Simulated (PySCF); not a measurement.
# [NdF4]− relaxed at several levels

Computed with PySCF 2.14.0, def2-SVP on the ligands, density fitting, scalar-relativistic core potentials, no spin-orbit coupling, vacuum. Each row is relaxed at its own level from the same template. Distances are means of the shortest metal–ligand contacts, charges and spins Mulliken's; removal energies are rigid, with the ligand's formal charge and no counterpoise, so too large; for an anion taken off a cation in vacuum most of it is the attraction of opposite charges, and multiply charged cations can part far more cheaply with an electron moved from ligand to metal. lcecp potentials hold a fixed number of 4f electrons in the core, out of states, spins and gaps.

```json
{"level": "TPSS", "basis on the metal": "lcecp-1-SVP with ECP49", "point group": "Td", "M–F (Å)": "2.143", "charge on M (e)": "0.91", "removal of one F (eV)": "6.50", "strongest infrared band, degenerate modes summed (cm⁻¹)": "–", "unstable modes (below −25 cm⁻¹)": "not given"}
```

Question: What does the calculation give for PBE0, lcecp-1-SVP with ECP49?

Answer: point group: Td, M–F (Å): 2.131, charge on M (e): 1.06, removal of one F (eV): 6.42, strongest infrared band, degenerate modes summed (cm⁻¹): 496, unstable modes (below −25 cm⁻¹): 0.
```xyz
5

Nd    0.0000    0.0000    0.0000
F     1.2303    1.2303    1.2303
F    -1.2303   -1.2303    1.2303
F     1.2303   -1.2303   -1.2303
F    -1.2303    1.2303   -1.2303
```

One start shape was tried for each, so a minimum needn't be the lowest isomer.
